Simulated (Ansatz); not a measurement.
**Energy profile**

The step: SiH₃F ([F][SiH3]) + HBr → SiH₃Br ([SiH3][Br]) + HF; bonds formed: Si1–Br7, F2–H6; bonds broken: Si1–F2, H6–Br7 (atoms numbered as in the saddle structure below).

```xyz
7
angstrom
Si -0.6018 -0.1976 0.0692
F 1.1670 -0.2792 0.8532
H -0.5620 -1.2860 -0.9207
H -0.9980 -0.7370 1.3957
H -1.5932 0.8682 -0.1921
H 1.5757 0.3331 0.1220
Br 1.0124 1.2982 -1.3272
```

Electronic energies by CCSD(T) at an estimated basis limit (MP2 extrapolated from triple and quadruple zeta, plus CCSD(T) − MP2 in triple zeta), on PBE0-D4/def2-TZVP structures; SiH$_{4}$BrF, closed shell; no counterpoise correction. Program: Ansatz 0.2.0. Basis: def2-TZVPP and def2-QZVPP. Cores are frozen in the correlated methods. Filled d shells of the heavier atoms are correlated. The def2 sets are not built for correlating such inner shells, so the correlated values are less sure here. Extrapolation: Hartree–Fock as exp(−7.88 √X), correlation as X^−2.97.

Q: Give the profile in kcal/mol, counted from the separated reactants. (Judge from chemistry; the value comes from the calculation.)

A: The calculation gives:
| point | kcal/mol |
| --- | --- |
| separated: SiH$_{3}$F (linked as [F][SiH3]; Si1, F2, H3, H4, H5; singlet) + HBr (H6, Br7; singlet) | 0.00 |
| start structure | -2.47 |
| saddle | 34.67 |
| end structure | 4.60 |
| separated: SiH$_{3}$Br (linked as [SiH3][Br]; Si1, H3, H4, H5, Br7; singlet) + HF (F2, H6; singlet) | 8.06 |

The T1 diagnostic stays at or below 0.011.

For scale, one of the runs: CCSD(T)/def2-TZVPP, 177 basis functions, launched by `ansatz run in.yaml --threads 4 --pin off --events-out ev --progress --plain --max-ram 9574MiB`. Time: 47 s of wall clock on 4 CPU threads of an Intel Xeon; the host was shared. Peak host memory: 1.6 GiB.
